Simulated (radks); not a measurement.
The mean radii <r> (bohr) of the occupied orbitals of an atom or ion are listed with their occupations. All-electron calculation, Dirac Kohn-Sham, BLYP, spin-unpolarised, spherical densities, point nucleus. Program: a radial shooting solver on a logarithmic mesh with Libxc functionals.

orbital  occ.      <r>
1s1/2       2  0.08570
2s1/2       2   0.4113
2p1/2       2   0.3711
2p3/2       4   0.3734
3s1/2       2    1.186

Name the element and its charge. Open shells, if any, fill j = l - 1/2 first.

Answer. Z = 18, argon, charge +6: Ar6+ in [Ne] 3s2. The 1s radius gives Z: for a bare nucleus <r> = (2 gamma + 1)/(2Z) with gamma = sqrt(1 - (Z/c)^2), 0.08285 bohr for Z = 18, and screening makes it slightly larger (0.08570 here). The occupations add up to 12, and the charge is Z minus that.
